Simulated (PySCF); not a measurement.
AlCl2H3O2Si, SMILES [OH][Al]([OH])[SiH](Cl)Cl. Atoms are numbered in the order given.

```xyz
9

Si    -0.8388    -0.4551    -0.1521
Cl    -1.5110    -0.0784     1.7939
Cl    -1.5289     1.0796    -1.4025
Al     1.5842    -0.3213    -0.1392
O      2.4405    -1.7519     0.1719
O      2.4213     1.1358    -0.3927
H     -1.5129    -1.7016    -0.6012
H      3.3953    -1.8414     0.2483
H      2.0499     1.9989    -0.5953
```
Charge 0, spin multiplicity 1.

Geometry optimised at B3LYP-D3(BJ)/def2-SVP. The structure was generated by enumeration; whether it is a known compound was not checked. Other conformers were not sampled.

Level of theory: CAM-B3LYP/def2-TZVP (PySCF).

Isolated molecule, no solvent.

Computed frontier levels, gap, dipole moment and polarisability:
```
Quantity                                                                                                       Result
---------------------------------------------------------------------------------------------  ----------------------
highest occupied level                                                                                       -9.29 eV
lowest empty level                                                                                           -0.39 eV
orbital gap                                                                                                   8.89 eV
dipole moment                                                                                                  1.73 D
quadrupole, principal values (traceless, Buckingham form, about the centre of nuclear charge)   -1.90, 0.18, 1.72 D·Å
mean static polarisability                                                                      78.5 bohr³ (11.64 Å³)
polarisability, principal values                                                               68.3, 81.4, 85.9 bohr³
```
